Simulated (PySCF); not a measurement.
One of the candidates below gave these computed data.

All candidates are C6H10O.

* UV, strongest line: among the 8 lowest singlet transitions: S3 at 7.17 eV (173 nm, f = 0.113) [TDDFT PBE0/def2-SVPD]
* Polarisability: 72.2 au [PBE0/def2-SVPD]
* Rotational structure: rotational constants A, B, C: 4.274, 2.265, 2.142 GHz [GFN2-xTB]
* Dipole: 1.69 D [PBE0/def2-SVPD]
* UV, first state: lowest singlet excitation: 6.47 eV (192 nm, f = 0.083) [TDDFT PBE0/def2-SVPD]
* Triplet: lowest triplet excitation (Tamm–Dancoff): 4.39 eV [TDA PBE0/def2-SVPD]

Gas-phase values; electronic properties from PySCF, density fitting. Levels stand in brackets. The structure is a single GFN2-xTB conformer in the gas phase; no vibrational or solvent corrections.

Question: Which candidate is it?
A. `OC[C@H]1C=CCC1`
B. `O=CC1CCCC1`
C. `C=CCC(=C)OC`

Answer: A. It is `OC[C@H]1C=CCC1`. Numbering: `[OH:1][CH2:2][C@H:3]1[CH:4]=[CH:5][CH2:6][CH2:7]1`. Its formula, C6H10O, gives 2 degrees of unsaturation: 1 ring and 1 π bond in the structure found. The optimised geometry has point group C1 and is an asymmetric top.

The others, at the same levels:
- `O=CC1CCCC1` fails: its computed lowest singlet excitation is 4.39 eV (282 nm, f = 0.000) (against 6.47 eV), lowest triplet excitation (Tamm–Dancoff) is 3.76 eV (against 4.39 eV) and strongest line among the 8 lowest singlet transitions is S4 at 7.57 eV (164 nm, f = 0.026) (against S3 at 7.17 eV).
- `C=CCC(=C)OC` fails: its computed lowest singlet excitation is 5.92 eV (210 nm, f = 0.057) (against 6.47 eV), static isotropic polarisability is 78.6 au (against 72.2 au) and rotational constant A is 5.394 GHz (against 4.274 GHz).

Each candidate is one conformer, not necessarily the lowest. The conformers computed, where there is a choice (atom-mapped SMILES and torsion angles):
- `[CH2:1]=[CH:2][CH2:3][C:4](=[CH2:5])[O:6][CH3:7]`: C1–C2–C3–C4 120°, C2–C3–C4–C5 -102°, C3–C4–O6–C7 -177°

The conformers of `OC[C@H]1C=CCC1` and `O=CC1CCCC1` aren't listed.
